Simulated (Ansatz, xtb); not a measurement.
# Relaxing a trial structure of AlFGaH5OSi

The starting geometry of this gas-phase singlet was built from a drawn formula by distance geometry; its bonds are those of `[OH][Ga]([F])[SiH2][AlH2]`.

```xyz
10

Al   -0.9540    2.1775   -0.5071
F     0.8382    0.0351    1.8992
Ga   -0.4976   -0.9167    1.8939
O    -1.2587   -0.9577    3.5683
Si   -1.9184    0.1335    0.2382
H    -1.0984   -0.2286    4.1714
H    -3.2760    0.3705    0.6338
H    -1.8781   -0.8657   -0.8158
H     0.5867    2.0429   -1.0687
H    -1.3302    3.5689    0.1807
```

Task: Predict what it relaxes into with r2SCAN-D4/def2-SVP.

Result: A new bond forms, giving a structure with F2 bridging Al1 and Ga3, given below by its coordinates. Distances that change by over a tenth: F2–Ga3 (1.64 → 1.98 Å). Contacts that close: Al1–F2 (3.69 → 1.86 Å).

The energy falls by 2.50 eV over 24 steps:

```
step  E − E(last) (eV)
   1             2.498
   4             1.114
   6             0.988
   9             0.888
  11             0.635
  14             0.135
  16             0.017
  19             0.002
  21             0.001
  24             0.000
```

Final geometry (Å):

```xyz
10

Al   -0.4060    1.8883    0.1271
F    -0.0156    1.1222    1.7789
Ga   -1.2878   -0.3839    1.9970
O    -0.8266   -1.0325    3.5738
Si   -2.2232    0.1501   -0.1339
H    -0.0949   -0.5549    3.9924
H    -3.6808    0.3585    0.1538
H    -2.1081   -1.1281   -0.9111
H     0.8469    1.6027   -0.8107
H    -0.9904    3.3373    0.4265
```

From the same start GFN2-xTB ends elsewhere, differing in F2–Ga3 (2.61 against 1.98 Å here).

The end wasn't checked by frequencies. Run with Ansatz 0.2.0, 97 s on 2 threads of Intel(R) Xeon(R) Platinum 8375C CPU @ 2.90GHz (Ice Lake), with other jobs on the host.
